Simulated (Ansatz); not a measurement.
Results of the Gaussian-basis code of Ansatz.

A structure relaxed at PBE0-D4/def2-TZVP, charge 0, multiplicity 1:

```xyz
5

O    -0.628   -1.095    0.419
Sc    0.182    0.427   -0.216
F    -0.590    1.309   -1.628
Cl    2.133    1.235    0.724
H    -1.097   -1.876    0.700
```

Task: Give its formula and SMILES.

Result: ClFHOSc, `[OH][Sc]([F])[Cl]`.

Task: Point group (tolerance 0.08 Å, 0.16 Å for H)?

Result: Cs.

Task: Summarise the bond lengths by kind.

Result: 1 × O–Sc 1.838 Å; 1 × H–O 0.953 Å; 1 × F–Sc 1.835 Å; 1 × Cl–Sc 2.311 Å.
